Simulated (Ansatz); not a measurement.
One change: `C[SiH](F)[SiH3]` becomes `C[SiH](F)[SiH2]S`.

Ansatz, PBE0-D4/def2-TZVP geometries, multiplicity 1. Each molecule was computed in one conformer, which needn't be the lowest.

```tsv
property	`C[SiH](F)[SiH3]`
HOMO–LUMO gap (ωB97M-V/def2-TZVPP) / eV	11.69
HOMO energy (PBE/def2-TZVPP) / eV	-6.89
HOMO–LUMO gap (PBE0/def2-TZVPP) / eV	7.86
size of the dipole moment (ωB97M-V/def2-TZVPP) / D	1.58
LUMO energy (ωB97M-V/def2-TZVPP) / eV	1.56
LUMO energy (B3LYP/def2-TZVPP) / eV	-0.39
```

Problem. What does the change do to each property? (An estimate is asked.)

Solution. The calculation gave: 
```csv
property,`C[SiH](F)[SiH2]S`,shift
HOMO–LUMO gap (ωB97M-V/def2-TZVPP) / eV,10.94,-0.75
HOMO energy (PBE/def2-TZVPP) / eV,-6.28,0.61
HOMO–LUMO gap (PBE0/def2-TZVPP) / eV,7.00,-0.86
size of the dipole moment (ωB97M-V/def2-TZVPP) / D,1.77,0.19
LUMO energy (ωB97M-V/def2-TZVPP) / eV,1.23,-0.33
LUMO energy (B3LYP/def2-TZVPP) / eV,-0.71,-0.32
```

With PBE0 the HOMO rises by 0.56 eV and the LUMO falls by 0.30 eV, so the gap narrows by about 0.86 eV. PBE moves the HOMO by 0.61 eV and ωB97M-V by 0.42 eV. Dipoles are sizes alone; their direction can turn.

B3LYP here is the variant with VWN-RPA as its local correlation; programs differ in this.
